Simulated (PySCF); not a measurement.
Molecule: SMILES CO[C@H](C)CCCl, C₅H₁₁ClO.

Bonds (- single, = double, # triple, : aromatic): C1-O2, O2-C3, C3-C4, C3-C5, C5-C6, C6-Cl7. C1 carries H8, H9, H10; C3 carries H11; C4 carries H12, H13, H14; C5 carries H15, H16; C6 carries H17, H18. Stereochemistry as in CO[C@H](C)CCCl. H16, H17 are pro-R; H15, H18 are pro-S.

Frames of a GFN2-xTB Langevin trajectory at 400 K; GIAO PBE0/pcSseg-1 shieldings in PySCF, gas phase, non-relativistic; equivalent atoms averaged within each frame.

Shifts are taken against calculated references (same method and geometry level): $^{13}$C (186.93 ppm), $^{1}$H (31.72 ppm) vs TMS; $^{17}$O (336.08 ppm) against H2O; HCl for $^{35}$Cl (949.78 ppm). The references are static minima.

**Question.** How do the shifts (ppm) fluctuate along the trajectory?

**Answer.** 
| time (fs) | C3 | C1 | C5 | C6 | C4 | O2 | Cl7 | H18 | H11 | H8/H9/H10 |
| --- | --- | --- | --- | --- | --- | --- | --- | --- | --- | --- |
| 250 | 87.2 | 62.5 | 51.2 | 47.8 | 20.0 | 60.0 | 89 | 5.57 | 4.43 | 4.09 |
| 425 | 83.4 | 71.1 | 53.0 | 51.7 | 23.0 | 55.4 | 98 | 4.22 | 4.12 | 4.28 |
| 625 | 86.1 | 62.3 | 51.4 | 45.5 | 28.3 | 66.0 | 57 | 4.06 | 4.23 | 3.68 |
| 800 | 86.8 | 68.6 | 48.6 | 49.9 | 26.1 | 58.6 | 82 | 5.16 | 4.48 | 4.65 |
| 1000 | 82.9 | 60.2 | 45.9 | 49.3 | 19.3 | 50.1 | 81 | 4.13 | 4.21 | 3.93 |
| mean of frames | 85.3 | 64.9 | 50.0 | 48.8 | 23.4 | 58.0 | 81 | 4.63 | 4.29 | 4.13 |
| standard deviation | 2.0 | 4.6 | 2.8 | 2.3 | 3.9 | 5.9 | 15 | 0.69 | 0.15 | 0.37 |

5 frames give an uncertainty of the mean of about the standard deviation over 2.2 at best, since frames this close in time may not be independent; classical motion lacks zero-point vibration, and the reference would need the same averaging.
